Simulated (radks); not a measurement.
Values are calculated unless marked as measured or tabulated.
Ge+, configuration [Ar] 3d10 4s1.5 4p1.5 (fractional occupations, a model configuration). Level of theory: scalar-relativistic Kohn-Sham, LDA (Slater exchange, Perdew-Wang correlation), spin-polarised, spherical densities, finite nucleus; open shells are filled with parallel spins first; Fermi nuclear charge, rms radius 4.0742 fm (a radial shooting solver on a logarithmic mesh with Libxc functionals).

Normalised radial functions P(r) = r R(r), r in bohr:

r           4p up
0.002708   0.0008
0.003103   0.0010
0.003583   0.0013
0.004105   0.0017
0.004703   0.0021
0.005388   0.0027
0.006173   0.0035
0.007073   0.0045
0.008103   0.0058
0.009284   0.0074
0.01064    0.0094
0.01219    0.0119
0.01407    0.0153
0.01612    0.0194
0.01847    0.0243
0.02116    0.0304
0.02425    0.0378
0.02778    0.0467
0.03182    0.0572
0.03646    0.0694
0.04177    0.0833
0.04786    0.0987
0.05483    0.1152
0.06332    0.1331
0.07255    0.1493
0.08312    0.1633
0.09523    0.1731
0.1091     0.1764
0.125      0.1707
0.1432     0.1536
0.1641     0.1231
0.188      0.0785
0.2153     0.0206
0.2487    -0.0519
0.2849    -0.1251
0.3264    -0.1948
0.374     -0.2518
0.4285    -0.2864
0.4909    -0.2907
0.5624    -0.2597
0.6444    -0.1928
0.7382    -0.0934
0.8458     0.0310
0.969      0.1704
1.119      0.3211
1.282      0.4535
1.469      0.5646
1.683      0.6442
1.928      0.6850
2.209      0.6835
2.531      0.6410
2.899      0.5641
3.322      0.4639
3.806      0.3545
4.395      0.2441
5.035      0.1564
5.769      0.0907
6.609      0.0470
7.572      0.0215
8.675      0.0086

4p up: eigenvalue -12.476 eV, 2 radial nodes at r = 0.225, 0.819 bohr, <r> = 2.48 bohr, 90 % of the charge inside 3.76 bohr.
